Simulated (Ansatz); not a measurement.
`CB(S)O[SiH3]` + H–F → `FB(S)O[SiH3]` + CH₄  (ligand exchange at a B–C bond)

Isolated molecules relaxed with PBE0-D4/def2-TZVP in Ansatz; ΔE leaves out vibrations. CCSD(T)/CBS is the MP2 limit (def2-TZVPP, def2-QZVPP) plus CCSD(T) − MP2 in def2-TZVPP, frozen cores. This one scheme is used for every species. Functionals use def2-TZVPP. Each species was taken in one conformer, which may not be the lowest.

CCSD(T)/CBS gives -31.9 kcal/mol.

Problem. Another level gave -36.2 kcal/mol. Which?
A. PBE/def2-TZVPP
B. revPBE-D4/def2-TZVPP
C. r2SCAN/def2-TZVPP
D. BLYP/def2-TZVPP

Solution. D. BLYP -36.2, revPBE-D4 -31.0, r2SCAN -35.2, PBE -33.1 kcal/mol.

Largest T1 diagnostic among the species: 0.013.

In def2-TZVPP, CCSD(T) changes the Hartree–Fock value by +5.7 kcal/mol (the triples alone add +0.6 kcal/mol) and MP2 by +6.4 kcal/mol. The D4 term adds +1.8 kcal/mol with B3LYP and +1.0 kcal/mol with PBE0; it sums over pairs of atoms, weighted by their polarisabilities, and B3LYP, whose exchange is more repulsive, gets the larger term.

B3LYP here is the variant with VWN-RPA as its local correlation; programs differ in this.
